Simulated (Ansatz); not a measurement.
Program: Ansatz. Geometries: PBE0-D4/def2-TZVP. ΔE: electronic, gas phase. CCSD(T)/CBS is the MP2 limit (def2-TZVPP, def2-QZVPP) plus CCSD(T) − MP2 in def2-TZVPP, frozen cores. DFT in def2-TZVPP. HSE06 is defined as in plane-wave codes. For Ge, Mg outer-core shells are correlated without core-valence functions, which leaves a few kJ/mol of doubt a bond. Scalar relativity is left out up to krypton. Each species was taken in one conformer, which may not be the lowest.

`[CH3][Mg][NH2]` + `[CH3][GeH2][SH]` → `[NH2][Mg][SH]` + `[CH3][GeH2][CH3]`  (redistribution)

`[CH3][Mg][NH2]`:

Cartesian coordinates in Å:
```
C 0.437 -1.460 0.855
Mg -0.084 0.277 -0.163
N -0.557 1.858 -1.089
H 1.506 -1.676 0.765
H -0.101 -2.333 0.472
H 0.214 -1.386 1.925
H -1.466 2.296 -1.106
H 0.052 2.426 -1.659
```

`[CH3][GeH2][SH]`:

```xyz
9

C     0.071   -1.284    0.538
Ge    0.386    0.474   -0.233
S    -1.631    1.400   -0.455
H     1.019   -1.805    0.680
H    -0.560   -1.876   -0.125
H    -0.423   -1.185    1.505
H     1.059    0.376   -1.616
H     1.255    1.352    0.687
H    -1.175    2.548   -0.981
```

`[NH2][Mg][SH]`:

```xyz
6

N    -1.456   -0.228   -0.420
Mg    0.264   -0.069    0.320
S     2.350    0.112    1.248
H    -2.208    0.438   -0.335
H    -1.797   -0.995   -0.981
H     2.847    0.741    0.168
```

`[CH3][GeH2][CH3]`:

```xyz
11

C    -1.611   -0.306   -0.127
Ge    0.277   -0.320   -0.636
C     1.357    0.599    0.709
H    -2.217   -0.818   -0.876
H    -1.969    0.720   -0.035
H    -1.748   -0.808    0.832
H     0.450    0.376   -2.003
H     0.763   -1.778   -0.782
H     1.032    1.635    0.812
H     1.255    0.107    1.677
H     2.411    0.594    0.428
```

| level | ΔE (kJ/mol) | difference from CCSD(T)/CBS |
| --- | --- | --- |
| LDA (SPW92) | -80.0 | 5.3 |
| BLYP-D4 | -77.7 | 7.6 |
| PBE0-D4 | -84.3 | 1.0 |
| r2SCAN0-D4 | -89.4 | -4.1 |
| HSE06-D4 | -84.1 | 1.2 |
| B2PLYP | -85.7 | -0.4 |
| PBE-QIDH | -88.9 | -3.6 |
| PBE | -79.3 | 6.0 |
| BHLYP | -89.3 | -4.0 |
| CAM-B3LYP | -86.4 | -1.1 |
| HF/def2-SVP | -104.0 | -18.7 |
| CCSD/def2-SVP | -97.7 | -12.4 |
| HF/def2-TZVPP | -97.1 | -11.8 |
| MP2/def2-TZVPP | -88.1 | -2.8 |
| CCSD(T)/def2-TZVPP | -87.4 | -2.1 |
| HF/CBS(def2) | -97.1 | -11.8 |
| CCSD(T)/CBS | -85.3 | 0 |

Largest T1 diagnostic among the species: 0.010.

From BLYP to BHLYP (50 % exact exchange), in def2-TZVPP and without D4, ΔE moves by −10.2 kJ/mol. Leaving LDA and LC-ωPBE aside and taking each functional with its dispersion term where it has one, the values spread over 11.7 kJ/mol, from r2SCAN0-D4 to BLYP-D4. In def2-TZVPP, CCSD(T) changes the Hartree–Fock value by +9.6 kJ/mol (the triples alone add +2.0 kJ/mol) and MP2 by +8.9 kJ/mol.
